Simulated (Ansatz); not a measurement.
Consider the formal hydrolysis of a C–C bond: `N#Cc1ccncc1` + H₂O → `Oc1ccncc1` + `C#N`.

Isolated molecules relaxed with PBE0-D4/def2-TZVP in Ansatz; ΔE leaves out vibrations. CCSD(T)/CBS adds triple-zeta CCSD(T) − MP2 to the extrapolated MP2 energy (def2 sets, frozen cores). This one scheme is used for every species. DFT in def2-TZVPP. Each species was taken in one conformer, which may not be the lowest.

`N#Cc1ccncc1`:

Cartesian coordinates in Å:
```
N -2.459 1.490 1.853
C -1.632 0.989 1.229
C -0.605 0.367 0.456
C 0.398 -0.373 1.075
C 1.367 -0.953 0.274
N 1.393 -0.844 -1.049
C 0.430 -0.135 -1.628
C -0.590 0.490 -0.930
H 0.417 -0.489 2.151
H 2.164 -1.537 0.724
H 0.472 -0.061 -2.710
H -1.355 1.058 -1.445
```

H₂O:

```xyz
3

O    -0.036   -0.172    0.347
H     0.279   -0.565   -0.470
H    -0.244    0.737    0.122
```

`Oc1ccncc1`:

Z-matrix (Å, degrees):
```
C
C 1 1.389
C 1 1.389 2 118.4
O 1 1.347 2 118.4 3 -180.0
C 2 1.383 1 118.1 3 -0.0
H 2 1.083 1 120.3 3 180.0
C 3 1.385 1 118.3 2 0.0
H 3 1.085 1 121.2 2 180.0
H 4 0.962 1 109.6 2 -180.0
N 5 1.331 2 124.5 1 0.0
H 5 1.087 2 119.4 1 -180.0
H 7 1.087 3 119.5 1 180.0
```

`C#N`:

```xyz
3

C    -0.024    0.009    0.002
N     1.046   -0.383   -0.114
H    -1.022    0.374    0.112
```

| level | ΔE (kJ/mol) |
| --- | --- |
| PBE0-D4 | 43.3 |
| CAM-B3LYP-D4 | 37.8 |
| PBE | 40.3 |
| BLYP | 39.2 |
| r2SCAN | 39.2 |
| BHLYP | 39.3 |
| RPA@PBE/def2-TZVPP | 39.7 |
| SCS-MP2/def2-QZVPP | 52.7 |

(1) What does CCSD(T)/CBS give? (An estimate is asked.)

Largest T1 diagnostic among the species: 0.014.

Answers

(1) Computed: +47.1 kJ/mol. The listed levels differ from it by -3.8, -9.3, -6.8, -7.9, -7.9, -7.8, -7.4, 5.6 kJ/mol.

At CCSD(T), def2-SVP lies −13.9 kJ/mol from the extrapolated value and def2-TZVPP −2.8 kJ/mol. Leaving LDA and LC-ωPBE aside and taking each functional with its dispersion term where it has one, the values, not all of them listed here, spread over 10.2 kJ/mol, from ωB97X-V to PBE-QIDH. LDA lies −4.3 kJ/mol from PBE without D4. In def2-TZVPP, CCSD(T) changes the Hartree–Fock value by +11.3 kJ/mol (the triples alone add +1.9 kJ/mol) and MP2 by +23.7 kJ/mol.
